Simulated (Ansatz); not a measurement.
`[CH3][Hf]([CH3])([F])[F]` + HCl → `[CH3][Hf]([F])([F])[Cl]` + CH₄ at 700 K and 1 bar (ligand exchange at the Hf–C bond).

Program: Ansatz. Geometries: PBE0-D4/def2-TZVP. ΔE: electronic, gas phase. CBS: MP2 limit from def2 TZ/QZ plus the TZ coupled-cluster correction, frozen cores. This one scheme is used for every species. def2 core potentials past Kr. For Hf outer-core shells are correlated without core-valence functions, which leaves a few kJ/mol of doubt a bond.

```csv
species,CCSD(T)/CBS energy (Eh),H − E (kJ/mol),S (J/(mol·K))
`[CH3][Hf]([CH3])([F])[F]`,-327.37146,280.9,546.8
HCl,-460.38127,38.4,211.8
`[CH3][Hf]([F])([F])[Cl]`,-747.37169,179.8,496.9
CH₄,-40.46206,145.9,224.0
```

H − E and S are ideal-gas, rigid-rotor, harmonic terms from PBE0-D4/def2-TZVP. 1 Eh = 2625.50 kJ/mol, R = 8.31446 J/(mol·K).

Question: By hand: ΔE, ΔH, ΔS and ΔG.

Answer: ΔE = (-747.37169) + (-40.46206) − (-327.37146) − (-460.38127) = -0.08102 Eh = -212.7 kJ/mol. Δ(H − E) = 179.8 + 145.9 − 280.9 − 38.4 = 6.4, so ΔH = -206.3 kJ/mol. ΔS = 496.9 + 224.0 − 546.8 − 211.8 = -37.7 J/(mol·K). ΔG = -206.3 − 700 × (-37.7)/1000 = -179.9 kJ/mol.

Question: By hand: the equilibrium constant, and the temperature at which ΔG would vanish if ΔH and ΔS stayed fixed.

Answer: log₁₀ K = −ΔG/(RT ln 10) = 13.4. ΔG = 0 at ΔH/ΔS = 5472 K, far beyond where these terms or the molecules hold.

ΔH outweighs TΔS. A doubt of 5 kJ/mol in ΔE shifts log₁₀ K by 0.4 here. Modes under 60 cm⁻¹, often nearly free rotors, make the harmonic entropy too high. These are equilibria of isolated gas molecules and say nothing of rates. Largest T1 diagnostic: 0.015 (customary marks: 0.02 for closed shells, 0.045 for open ones).
